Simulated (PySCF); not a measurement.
Method: PBE-D3(BJ)/def2-TZVP // BP86-D3(BJ)/def2-SVP in PySCF. All species are isolated molecules in the gas phase. One relaxed conformer stands for a flexible species; it need not be the lowest. 

Reference species: [Sc(F)3] (neutral, multiplicity 1).

```
Quantity                                   Value
----------------------------------------  ------
charge on the central atom (meta-Löwdin)  1.44 e
charge on the central atom (Mulliken)     1.36 e
```

Changed species: [Sc(NH2)3] (3 of 3 F replaced by NH2; the reference has 0 of 3 F replaced by NH2).

**Question.** Predict the effect on the charge on the central atom (meta-Löwdin) and charge on the central atom (Mulliken).

**Answer.** the charge on the central atom (meta-Löwdin) falls by 0.34 e, to 1.10 e; the charge on the central atom (Mulliken) decreases by 0.13 e, to 1.23 e.
